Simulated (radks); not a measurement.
Values are calculated unless marked as measured or tabulated.
The vanadium anion V- inside a hard spherical wall (all orbitals vanish at R), configuration held at [Ar] 3d4 4s2 and not refilled when levels cross. Level of theory: non-relativistic Kohn-Sham, PBE, spin-unpolarised, spherical densities, point nucleus (a radial shooting solver on a logarithmic mesh with Libxc functionals). Eigenvalues in eV, with the zero of energy where the potential of the charges vanishes at infinity; a dash marks a level that is unbound or too diffuse for the functional's potential to be trusted. A positive occupied level is held by the wall or, in an anion where self-interaction has pushed it up, behind a barrier. The pressure on the wall is -dE/dV.

| R (bohr) | E (hartree) | kinetic (hartree) | e(3s) | e(3p) | e(4s) | e(3d) | e(4p, empty) | e(5s, empty) | pressure (GPa) |
|---|---|---|---|---|---|---|---|---|---|
| 10 | -943.61011 | 942.821 | -59.976 | -34.823 | 1.219 | 2.989 | 3.560 | 6.066 | 0.144 |
| 8 | -943.58476 | 942.917 | -58.938 | -33.787 | 2.033 | 3.952 | 4.822 | 9.884 | 0.854 |
| 7 | -943.55014 | 943.039 | -57.918 | -32.773 | 2.894 | 4.886 | 6.062 | 13.587 | 2.36 |
| 5 | -943.28989 | 943.842 | -53.209 | -28.135 | 7.633 | 9.185 | 12.387 | 31.922 | 26.7 |
| 3.5 | -942.20024 | 946.873 | -43.213 | -18.432 | 22.717 | 18.943 | 30.948 | 81.823 | 304 |
| 3 | -941.03064 | 950.164 | -36.532 | -11.904 | 36.964 | 26.159 | 47.457 | 123.19 | 872 |
| 2.5 | -938.36366 | 957.850 | -25.395 | -0.674 | 66.383 | 39.105 | 79.801 | 199.82 | 3060 |
| 1.5 | -906.82993 | 1039.663 | 55.750 | 84.996 | 327.87 | 131.79 | 340.17 | 759.43 | 92900 |
